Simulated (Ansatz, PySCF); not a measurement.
Molecule: BCl, charge 0, multiplicity 1. 
Geometry from a B3LYP-D3(BJ)/def2-TZVP (Ansatz, a first-principles code) optimisation:
```
B
Cl 1 1.7215
```

Dipole moments at this geometry, in debye (magnitudes).

```
level                    program  dipole (D)
-----------------------  -------  ----------
HF/def2-TZVPD              PySCF        1.42
BLYP/def2-TZVPD           Ansatz        1.65
PBE0/def2-TZVPD            PySCF           ?
TPSSh/def2-TZVPD           PySCF        1.61
r2SCAN0/def2-TZVPD        Ansatz        1.58
CCSD(T)/aug-cc-pV(D+d)Z   Ansatz           ?
```

### Question
Some entries are withheld; supply them.

### Answer

- PBE0/def2-TZVPD, dipole (D): 1.57
- CCSD(T)/aug-cc-pV(D+d)Z, dipole (D): 1.37
